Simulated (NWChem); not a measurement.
System: C3H7FSi; SMILES C/C(=C/[SiH3])F

All runs: NWChem. Pople sets run with spherical d functions. Geometry: optimised at PBE-D3(BJ)/def2-SVP. Not confirmed as a minimum by frequencies. Core excitations by TDA in a window of 1s orbitals, non-relativistic and unshifted: absolute energies depend strongly on the exact-exchange share.

### Question
Estimate the computed values for Si K edge, BHandHLYP/6-311G**. Quantities: first 1s excitation (eV); dipole oscillator strength of the first.

### Answer
- first 1s excitation (eV) = 1823.5
- dipole oscillator strength of the first = 0.0027
